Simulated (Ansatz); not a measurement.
A nudged elastic band was laid between two geometries of CH$_{3}$BClO (7 atoms, charge -1, multiplicity 1).

All numbers below come from Ansatz, RKS PBE-D4/6-31G*.

* movable images: 7
* climbing image: yes
* spring: 0.1 eV/Å²
* optimiser: quadratic models (default)
* start path: through a guess of the saddle point
* force threshold: 0.03 eV/Å
* iteration limit: 60
* end points: relaxed

Image 0:

```xyz
7
Properties=species:S:1:pos:R:3
C -0.569 1.041 -0.066
B 0.107 -0.234 0.011
O 1.465 -0.546 0.322
Cl -0.870 -1.889 -0.351
H -0.043 1.988 0.131
H -1.630 1.154 -0.321
H 1.540 -1.516 0.273
```

Image 8:

```xyz
7
Properties=species:S:1:pos:R:3
C -0.476 0.876 -0.055
B -0.041 -0.510 -0.047
O 1.251 -1.066 0.233
Cl -1.231 -1.937 -0.443
H 0.208 1.713 0.174
H -1.500 1.196 -0.285
H 1.789 -0.272 0.423
```

**Question.** Which bonds break or form, and what moves?

**Answer.** No bond is made or broken.

**Question.** Give the energies along the band, and the barrier.

**Answer.** The run converged. The highest image is number 2 of 0 to 8, 15.4 kJ/mol above the first end and 14.0 kJ/mol above the last; the last end lies 1.4 kJ/mol above the first. Another band between the same ends (7 images) ends at a top of the same energy, where a vibrational analysis finds 1 clearly imaginary mode. Limits of this set-up: an anion without diffuse functions, the dipole of an ion depends on the origin.

```
image  path coordinate (Å)  energy (kJ/mol)
    0                 0.00              0.0
    1                 0.61              5.9
    2                 1.22             15.4
    3                 1.41             14.0
    4                 1.59             10.6
    5                 1.76              6.7
    6                 1.92              3.6
    7                 2.07              1.9
    8                 2.21              1.4
```

**Question.** What is the geometry of the highest image?

**Answer.** 
```xyz
7
Properties=species:S:1:pos:R:3
C -0.551 0.921 -0.038
B -0.009 -0.411 0.108
O 1.253 -0.845 0.642
Cl -1.057 -1.937 -0.493
H -0.001 1.809 0.315
H -1.537 1.143 -0.469
H 1.904 -0.680 -0.064
```

Time of the run: 4.8 min on 1 thread of Arm Neoverse V1 (shared host), peak memory 0.24 GiB.
